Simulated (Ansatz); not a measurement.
Consider the atomization: `ClC[SiH2][SnH3]` → C• + Cl• + 7 H• + Si• + Sn•.

Program: Ansatz. Geometries: PBE0-D4/def2-TZVP. ΔE: electronic, gas phase. CCSD(T)/CBS adds triple-zeta CCSD(T) − MP2 to the extrapolated MP2 energy (def2 sets, frozen cores). This one scheme is used for every species, atoms too. DFT in def2-TZVPP. HSE06 is defined as in plane-wave codes. Open shells (•) are unrestricted, without spin–orbit coupling. Spin–orbit coupling would lower the free atoms: a little for C, Cl, Si; strongly for Sn. def2 core potentials past Kr. Bonds to Sn are less sure, by a few kJ/mol each and by 10 to 20 or more in all where they break to atoms, as the def2 sets lack core-valence functions. One conformer a species, not always the lowest.

```tsv
level	ΔE (kJ/mol)
BLYP-D4	3120.1
HSE06-D4	3150.6
```

Question: What does CCSD(T)/CBS give? (An estimate is asked.)

Answer: Computed: +3186.2 kJ/mol. The listed levels differ from it by -66.1, -35.6 kJ/mol.

Largest T1 diagnostic among the species: 0.012.

At CCSD(T), def2-SVP lies −223.8 kJ/mol from the extrapolated value and def2-TZVPP −82.8 kJ/mol: correlation converges slowly with the basis, and small sets miss more of it in the bonded molecule than in its fragments. The D4 term adds +44.6 kJ/mol with B3LYP and +23.6 kJ/mol with PBE0; it sums over pairs of atoms, weighted by their polarisabilities, and B3LYP, whose exchange is more repulsive, gets the larger term. Leaving LDA and LC-ωPBE aside and taking each functional with its dispersion term where it has one, the values, not all of them listed here, spread over 103.1 kJ/mol, from revPBE-D4 to B97M-V. LDA lies +433.3 kJ/mol from PBE without D4, its usual overbinding.

B3LYP here is the variant with VWN-RPA as its local correlation; programs differ in this.

For atomizations the MP2-based limit and the directly extrapolated one differ by several kJ/mol either way, and by 10 to 25 for some Ge, Se and Sn compounds, so smaller differences from it don't rank the levels.
